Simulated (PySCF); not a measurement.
Molecule: chloro(fluoro)silane, sum formula SiH2ClF, charge 0, multiplicity 1. SMILES: F[SiH2]Cl
Geometry: optimised at B3LYP-D3(BJ)/def2-TZVP (Ansatz).

Dispersion corrections to the total energy (kcal/mol) from the dftd3 and dftd4 libraries through PySCF: D3(BJ) without and D4 with the three-body term, each with the damping fitted for the functional named.

```tsv
functional	D3(BJ)	D4
HF	-18.02	-7.21
LC-wPBE	-1.95	?
TPSS	-2.52	-2.69
B2GP-PLYP	?	-0.82
PBE0	?	-1.66
revPBE	-4.87	-5.94
B2PLYP	-1.81	-1.37
```

Problem. Some entries are withheld; supply them.

Solution. 
- LC-wPBE, D4: -2.25
- B2GP-PLYP, D3(BJ): -1.85
- PBE0, D3(BJ): -1.73
